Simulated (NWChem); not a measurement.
BH$_{2}$Se$_{2}$F; SMILES FB([SeH])[SeH]

```xyz
6

B      0.6400     0.0072     0.0000
F      1.9663     0.0401     0.0000
Se    -0.3093    -1.7124     0.0000
H      0.9367    -2.5146     0.0000
Se    -0.2843     1.7403     0.0000
H     -1.6507     1.1708     0.0000
```
Atoms are numbered in this order, from 1.

Coordinates come from a B3LYP/6-31G* (spherical d) optimisation. B3LYP is NWChem's, with the RPA form of VWN correlation.

Symmetry labels are those of Cs in the frame above (b1 and b2, or b-type labels, depend on it).

List the 6 lowest vertical singlet excitations from B3LYP/def2-SVP, TDA (NWChem).


| state | energy (eV) | oscillator strength | symmetry | leading excitation (squared amplitude) |
|---|---|---|---|---|
| S1 | 5.36 | 0.000 | a" | HOMO → LUMO+1 (0.97) |
| S2 | 5.76 | 0.214 | a' | HOMO → LUMO (0.91) |
| S3 | 5.83 | 0.000 | a" | HOMO → LUMO+2 (0.84) |
| S4 | 6.42 | 0.000 | a" | HOMO−1 → LUMO+1 (0.82) |
| S5 | 6.60 | 0.000 | a" | HOMO−2 → LUMO (0.94) |
| S6 | 6.72 | 0.044 | a' | HOMO−1 → LUMO (0.85) |
